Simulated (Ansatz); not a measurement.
The cluster Mg4⁺. Charge 1, multiplicity 2. Geometry PBE0/def2-TZVP, basis def2-TZVP, Ansatz.

| atom | x (Å) | y (Å) | z (Å) |
| --- | --- | --- | --- |
| Mg1 | -1.789 | 0.740 | -0.435 |
| Mg2 | 0.532 | 1.274 | 1.426 |
| Mg3 | 1.715 | -0.083 | -0.996 |
| Mg4 | -0.458 | -1.931 | 0.005 |

```tsv
run	HOMO (eV)	LUMO (eV)
A	-10.08	-4.07
B	-8.35	-7.21
C	-8.70	-6.85
D	-8.35	-7.06
E	-8.51	-7.11
F	-7.92	-7.44
```

B3LYP takes the VWN-RPA correlation. HSE06 is defined as in plane-wave codes, on full-range PBE exchange. The structure comes from a short search, and lower isomers may exist.

HOMO and LUMO are taken over both spins.

Problem. The runs used B3LYP, BLYP, HF, HSE06, PBE0, r2SCAN. Estimate which is which.

Solution. A HF (100 % exact exchange); B HSE06 (range-separated); C PBE0 (25 % exact exchange); D r2SCAN (0 % exact exchange); E B3LYP (20 % exact exchange); F BLYP (0 % exact exchange). Exact exchange lowers occupied and raises empty levels; among semilocal functionals meta-GGAs tend to open the gap a little, and such runs are hard to tell apart. The gap grows from 0.48 eV (BLYP) to 6.01 eV (HF). At HF/def2-TZVP the charge 1 doublet is spin-contaminated (final ⟨S²⟩ up to 1.01, 0.75 for a pure state).
